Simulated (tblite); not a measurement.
Species: C₄H₁₁BO₂.
Geometry (GFN2-xTB, Å), atoms numbered from 1 in this order:
```
atom  x, y, z in Å
C1     0.0880   -1.2224   -1.0743
C2    -0.1759   -0.0960   -0.0635
C3    -1.2116    0.8636   -0.6687
C4    -0.7667   -0.7141    1.2118
B5     1.2025    0.7077    0.2198
O6     1.7739    0.8324    1.4480
O7     1.8279    1.2903   -0.8228
H8     0.8003   -1.9402   -0.6725
H9     0.4994   -0.8090   -1.9908
H10   -0.8366   -1.7479   -1.3092
H11   -0.8107    1.3224   -1.5681
H12   -1.4619    1.6542    0.0359
H13   -2.1237    0.3266   -0.9250
H14   -0.9984    0.0552    1.9476
H15   -1.6896   -1.2432    0.9796
H16   -0.0742   -1.4286    1.6550
H17    1.3114    0.4104    2.1705
H18    2.6373    1.7450   -0.5849
```

Computed with GFN2-xTB (tblite): harmonic, unscaled wavenumbers at the GFN2-xTB geometry, gas phase. Against measured fundamentals such values can be off by several per cent, at times by over 20. One conformer, not necessarily the lowest.

Harmonic wavenumbers (cm⁻¹): 33.2, 170.3, 188.8, 210.8, 255.7, 268.5, 307.8, 324.8, 366.0, 439.5, 453.9, 561.8, 577.0, 646.6, 655.7, 885.4, 958.6, 960.7, 961.2, 970.4, 971.2, 1032.2, 1034.6, 1183.5, 1215.6, 1227.3, 1272.0, 1300.5, 1399.4, 1401.1, 1424.2, 1491.3, 1499.9, 1502.1, 1505.0, 1516.5, 1519.8, 3002.4, 3004.2, 3006.6, 3009.1, 3020.0, 3024.5, 3025.7, 3048.8, 3052.7, 3605.0, 3641.6.

A = 3219, B = 2124, C = 1767 MHz; mass 102.085 u (most abundant isotopes); point group Cs, symmetry number 1.

**Question.** Zero-point energy?

**Answer.** Half the sum of the wavenumbers: 33567 cm⁻¹ = 95.97 kcal/mol.

**Question.** Entropy at 350 K, 1 bar (ideal gas, RRHO, classical rotation)?

**Answer.** Translation 40.60, rotation 28.16, vibration 28.69: S = 97.5 cal/(mol K).

**Question.** And Cp and H(350 K) − H(0)?

**Answer.** Cp = 40.21 cal/(mol K), of which vibrations give 32.26 (their classical limit is 48 R = 95.4); H(350 K) − H(0) = 8.29 kcal/mol without the zero-point energy, 5.50 from vibrations.

**Question.** Blend soft modes into free rotors: weight 1/[1 + (100 cm⁻¹/ν̃)⁴] for the oscillator and the rest for a rotor with moment μB/(μ + B), μ = h/(8π²ν), B = 10⁻⁴⁴ kg m². What vibrational entropy results?

**Answer.** 26.85 cal/(mol K) in place of 28.69, which changes −T·S at 350 K by +0.64 kcal/mol.

**Question.** Which modes carry the vibrational entropy at 350 K?

**Answer.** 33.2 cm⁻¹: 5.95; 170.3 cm⁻¹: 2.74; 188.8 cm⁻¹: 2.54; 210.8 cm⁻¹: 2.33; 255.7 cm⁻¹: 1.98; 268.5 cm⁻¹: 1.89 cal/(mol K); the other 42 give 11.27 together.

**Question.** How do the functions run with temperature in this model?

**Answer.** 
| T (K) | S (cal/(mol K)) | Cp (cal/(mol K)) | H − H(0) (kcal/mol) | G − H(0) (kcal/mol) | ln q(vib) |
| --- | --- | --- | --- | --- | --- |
| 50 | 55.6 | 10.7 | 0.47 | -2.32 | 0.50 |
| 100 | 64.6 | 16.1 | 1.13 | -5.33 | 1.25 |
| 298.15 | 91.4 | 35.5 | 6.32 | -20.92 | 5.36 |
| 373.15 | 100.1 | 42.2 | 9.24 | -28.11 | 7.05 |
| 500 | 113.9 | 52.1 | 15.25 | -41.69 | 9.93 |
| 750 | 137.9 | 66.2 | 30.17 | -73.24 | 15.49 |
| 1000 | 158.3 | 75.7 | 47.98 | -110.33 | 20.72 |

q(vib) and H(0) count from the zero-point level.

Hindered rotation and anharmonicity are outside this model. Other conformers, if any are populated, would add a mixing term that is left out.
